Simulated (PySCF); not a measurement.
## How well do the runs reproduce experiment for C2HF5S?

**The experiment to reproduce.**

Saethre, Berrah, Bozek, Boerve, Carroll, Kukk, Gard, Winter, Thomas, J. Am. Chem. Soc. 2001, 123, 10729 lists, for the gas: C 1s binding energy of C1 292.101 eV; C 1s binding energy of C2 292.222 eV.

The runs below try to reproduce these values; the comparison stands at the end.

Species: C₂HF₅S.
SMILES with atom numbers: `[CH:1]#[C:2][S:3]([F:4])([F:5])([F:6])([F:7])[F:8]` (hydrogens: H9 on C1)

Structure used (PBE0-D3(BJ)/def2-SVP), in Å, numbered top down from 1:
```xyz
9
C2HF5S angstrom
C      2.1651   -0.0835   -0.0026
C      0.9609   -0.0340   -0.0044
S     -0.7706    0.0309   -0.0038
F     -0.8602   -1.5391   -0.2818
F     -0.7460    1.6036    0.2749
F     -2.3662    0.0883   -0.0023
F     -0.8105   -0.2466    1.5688
F     -0.7956    0.3117   -1.5761
H      3.2404   -0.1246    0.0021
```

Runs made with PySCF (gas phase, on this PBE0-D3(BJ)/def2-SVP geometry; non-relativistic but for the core-level run):

```
                                                                          level                            job  basis functions  wall time
delta-SCF UKS SCAN, pcX-2 on the ionised atom, pcseg-1 elsewhere, spin-free X2C  ΔSCF core ionisation, 7 holes              163       36 s
```

Hardware: an x86-64 server with one thread, on a shared host.

Results beside the measurements:

**Core binding energies.** Delta-SCF UKS SCAN, pcX-2 on the ionised atom, pcseg-1 elsewhere, spin-free X2C (PySCF 2.14.0).

```
level and atom  computed (eV)  measured (eV)  computed − measured (eV)
      C 1s, C1         292.10        292.101                      0.00
      C 1s, C2         292.23        292.222                     +0.01
```

Sources, in the order of the opening: Saethre, Berrah, Bozek, Boerve, Carroll, Kukk, Gard, Winter, Thomas, J. Am. Chem. Soc. 2001, 123, 10729. Against the first value of each row the mean signed difference is 0.00 eV and the largest in size +0.01 eV. The computed values are vertical, without vibrational structure; measured positions hang on the energy calibration. Spin contamination (⟨S²⟩ against 0.75 for a pure doublet) is marked for C 1s of C1 (0.86) and C 1s of C2 (0.86), which makes these values less certain.

The geometry is computed, not the measured one. Where a level misses, the cause wasn't examined.
